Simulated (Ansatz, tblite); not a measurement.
Cost and result up the ladder for Sn24AsH34⁻ (59 atoms). Total charge -1; singlet. Geometry: r2SCAN-D4/def2-SVP.

```xyz
59

Sn   -2.8194   -4.2018    0.1095
Sn   -3.3970   -0.5432    3.1055
Sn    4.1936    0.1962    3.4693
Sn    0.2719    1.8156    4.8419
As    0.3431   -1.4628    2.0062
Sn    1.1285   -1.1917   -1.6800
Sn   -1.4692   -0.0780   -1.3279
Sn    1.4988    1.9896    0.2236
Sn   -1.6545   -3.5648   -4.1387
Sn   -0.1288    0.6283   -5.4203
Sn   -2.3136    3.5727    1.7102
Sn   -0.6868    4.4280   -2.9106
Sn   -0.6749   -3.8913    1.9162
Sn    2.7067   -2.1361    2.9495
Sn    0.7696   -3.7952   -2.7578
Sn   -0.8454   -0.6917    4.2299
Sn   -3.0249   -2.3507   -2.0128
Sn   -2.9971    1.0029    0.7931
Sn    2.8759    1.2424    5.7132
Sn    4.1361    2.0481    1.3308
Sn    0.3740    3.3600    2.4798
Sn    2.1809    0.1687   -3.9046
Sn   -1.6871    1.8353   -3.4191
Sn    1.5962    4.4544   -1.2442
Sn   -1.3146   -1.7706   -6.2665
H    -2.6658   -5.8016   -0.5358
H    -4.2769   -4.2293    1.0336
H    -4.5718    0.2457    4.0955
H    -4.0169   -2.1210    2.7805
H     5.7655   -0.3532    3.9654
H    -0.6760    2.5028    6.1223
H     2.2500   -1.2969   -0.3783
H    -2.3215   -5.0588   -4.7039
H     0.1764    1.6241   -6.8034
H    -3.4888    3.9563    2.9230
H    -2.5897    4.6893    0.4219
H    -2.0304    5.3194   -2.2888
H    -0.4325    5.0789   -4.4976
H    -1.1867   -4.4063    3.4872
H     0.5927   -4.9628    1.4384
H     2.5320   -3.1295    4.3571
H     3.4248   -3.1419    1.7420
H     0.6040   -5.0292   -1.5598
H     2.0924   -4.2800   -3.7603
H    -0.7003   -1.8734    5.4883
H    -4.7086   -2.0828   -2.3098
H    -4.5195    1.0526   -0.0478
H     2.8590    0.1309    7.0386
H     3.6480    2.6669    6.3157
H     4.8029    3.4761    2.0621
H     5.4086    1.4957    0.2870
H     0.8864    4.9333    3.0157
H     2.8932    1.6821   -3.4924
H     3.3948   -0.7660   -4.6958
H    -3.3430    1.8818   -3.9298
H     2.8837    4.6407   -2.3921
H     1.5042    6.0075   -0.4712
H    -0.4014   -2.5126   -7.5344
H    -2.8511   -1.4033   -6.9693
```

Ansatz on 11 threads of AMD EPYC 7R13 on a shared host and a whole NVIDIA H100 80GB HBM3; xTB runs through tblite on one thread. Times are rough, summed over both states, and most runs start from the orbitals of an earlier one. PBE0-D4/def2-TZVP serves as the yardstick here, not as an exact answer. Differences are given only for rows in sets of like size (and for xTB, whose basis is part of the method), since another set adds its own error. The other state is a triplet at its own geometry, which has other bonds, so the gap mixes isomer and spin.

In the def2 sets Sn takes a core potential; there is no spin–orbit coupling. The xTB rows come from tblite. Correlated methods freeze 105 core orbitals; core or outer-core shells of Sn, As are correlated, in sets that lack core-valence functions. The rows differ in basis, and correlated rows in double-zeta sets carry the largest basis error. Single mean-field runs in def2-TZVP are fitted with def2-universal-jkfit.

Correlated methods converge slowly with the basis, most of all in double-zeta sets.

xTB has no spin-polarisation term.

```
                            level  functions  wall time  triplet − singlet (eV)  difference from PBE0-D4/def2-TZVP (eV)
                         GFN1-xTB        293      1.6 s                    0.79                                   -0.33
                         GFN2-xTB        259      3.6 s                    0.84                                   -0.27
revPBE-D4/def2-TZVP (with forces)       1452       31 s                    0.99                                   -0.13
              r2SCAN-D4/def2-TZVP       1452       32 s                    0.99                                   -0.12
   PBE-D4/def2-TZVP (with forces)       1452       34 s                    0.97                                   -0.14
                PBE0-D4/def2-TZVP       1452       56 s                    1.11                                    0.00
                     MP2/def2-SVP        826       68 s                    1.14                                       –
```
